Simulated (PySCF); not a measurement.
# Radial density of Ge⁺ (germanium, charge +1)

MN15, [Ar] 3d10 4s2 4p1, 2P determinant. Calculation: PySCF 2.14, in cc-pVDZ-PP with ECP10MDF (4s3p2d, 23 functions); scalar relativity through the core potential. This is the valence pseudo-density: the core potential removes the inner electrons and smooths the orbitals near the nucleus.

```json
{"r (bohr)": "0.00111", "4πr²ρ (e/bohr)": "1.218e-05", "4πr²(ρα − ρβ)": "0.0000"}
{"r (bohr)": "0.00186", "4πr²ρ (e/bohr)": "3.432e-05", "4πr²(ρα − ρβ)": "0.0000"}
{"r (bohr)": "0.00313", "4πr²ρ (e/bohr)": "9.604e-05", "4πr²(ρα − ρβ)": "0.0000"}
{"r (bohr)": "0.00527", "4πr²ρ (e/bohr)": "0.0002635", "4πr²(ρα − ρβ)": "0.0000"}
{"r (bohr)": "0.00886", "4πr²ρ (e/bohr)": "0.0006864", "4πr²(ρα − ρβ)": "0.0000"}
{"r (bohr)": "0.0149", "4πr²ρ (e/bohr)": "0.001590", "4πr²(ρα − ρβ)": "0.0000"}
{"r (bohr)": "0.0251", "4πr²ρ (e/bohr)": "0.003193", "4πr²(ρα − ρβ)": "0.0000"}
{"r (bohr)": "0.0422", "4πr²ρ (e/bohr)": "0.008708", "4πr²(ρα − ρβ)": "0.0000"}
{"r (bohr)": "0.0709", "4πr²ρ (e/bohr)": "0.06549", "4πr²(ρα − ρβ)": "0.0000"}
{"r (bohr)": "0.119", "4πr²ρ (e/bohr)": "0.6384", "4πr²(ρα − ρβ)": "0.0000"}
{"r (bohr)": "0.201", "4πr²ρ (e/bohr)": "4.148", "4πr²(ρα − ρβ)": "0.0033"}
{"r (bohr)": "0.338", "4πr²ρ (e/bohr)": "17.34", "4πr²(ρα − ρβ)": "0.0427"}
{"r (bohr)": "0.568", "4πr²ρ (e/bohr)": "28.09", "4πr²(ρα − ρβ)": "0.0557"}
{"r (bohr)": "0.955", "4πr²ρ (e/bohr)": "10.86", "4πr²(ρα − ρβ)": "0.0169"}
{"r (bohr)": "1.61", "4πr²ρ (e/bohr)": "2.588", "4πr²(ρα − ρβ)": "0.3529"}
{"r (bohr)": "2.70", "4πr²ρ (e/bohr)": "0.9733", "4πr²(ρα − ρβ)": "0.3772"}
{"r (bohr)": "4.55", "4πr²ρ (e/bohr)": "0.09395", "4πr²(ρα − ρβ)": "0.0607"}
{"r (bohr)": "7.65", "4πr²ρ (e/bohr)": "0.0009780", "4πr²(ρα − ρβ)": "0.0009"}
```

Energies and moments cover only the electrons outside the core potential.
